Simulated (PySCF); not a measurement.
## Do core-level shifts follow atomic charges?

C6H11OPS.
Cartesian coordinates in Å at the PBE0-D3(BJ)/def2-SVP level; atoms count from 1:
```
atom  x, y, z in Å
C1     3.8916   -0.1248    0.0388
C2     2.4972    0.3753    0.1678
C3     1.4896    0.0905   -0.6643
P4    -0.1591    0.7635   -0.3872
S5    -0.3583    1.9423    1.1535
C6    -1.2594   -0.7135   -0.3831
C7    -2.7143   -0.2836   -0.4831
C8    -3.4548   -0.1358    0.8112
O9    -3.1921   -0.0297   -1.5623
H10    4.5943    0.7206   -0.0458
H11    4.1857   -0.6791    0.9452
H12    4.0245   -0.7806   -0.8331
H13    2.2712    1.0384    1.0158
H14    1.6268   -0.5559   -1.5402
H15   -0.5058    1.3251   -1.6488
H16   -1.0292   -1.2625    0.5419
H17   -1.0038   -1.3206   -1.2650
H18   -2.9145    0.6062    1.4253
H19   -3.4521   -1.0834    1.3723
H20   -4.4833    0.1957    0.6242
```

Binding energies: delta-SCF UKS SCAN, pcX-2 on the ionised atom, pcseg-1 elsewhere, spin-free X2C (PySCF). Charges: PBE0/pcSseg-1 ground-state density, for the ionised atom.

| atom | environment | C 1s (eV) | Mulliken (e) | IAO (e) | Hirshfeld (e) | ESP (e) |
| --- | --- | --- | --- | --- | --- | --- |
| C3 | alkene CH carbon | 290.52 | -0.390 | -0.435 | -0.114 | -0.328 |
| C8 | methyl carbon next to a carbonyl | 290.86 | -0.268 | -0.471 | -0.123 | -0.611 |
| C2 | alkene CH carbon | 290.94 | -0.168 | -0.072 | -0.006 | +0.161 |
| C6 | sp3 carbon bound to phosphorus | 290.96 | -0.437 | -0.538 | -0.120 | -0.527 |
| C1 | allylic carbon | 291.29 | -0.227 | -0.419 | -0.105 | -0.491 |
| C7 | ketone carbonyl carbon | 293.11 | +0.154 | +0.397 | +0.168 | +0.700 |

Task: Give the correlation coefficient and slope of binding energy on charge for each scheme.

Result: Mulliken: r = 0.91, slope 4.0 eV per e; Hirshfeld: r = 0.90, slope 7.3 eV per e; IAO: r = 0.87, slope 2.2 eV per e; ESP: r = 0.80, slope 1.4 eV per e. On 6 points no scheme stands out.

Task: The point-charge model writes a binding energy as kq + V + constant, with V the potential of the other atoms' charges at the site. What does it give with the IAO charges?

Result: V = Σ 14.40 eV Å × q/r over all other atoms: +6.04 eV at C3, +7.31 eV at C8, -0.66 eV at C2, +8.95 eV at C6, +5.77 eV at C1, -7.16 eV at C7. Fitting binding energy − V to q gives k = 19.2 eV per e and leaves an rms residual of 0.38 eV, against 0.42 eV for the fit on q alone. The model has no term for differences in relaxation between sites.

Spin contamination (⟨S²⟩ against 0.75 for a pure doublet) is marked for C 1s of C7 (0.97), which makes this value less certain. Isolated species at its PBE0-D3(BJ)/def2-SVP geometry (one conformer only).
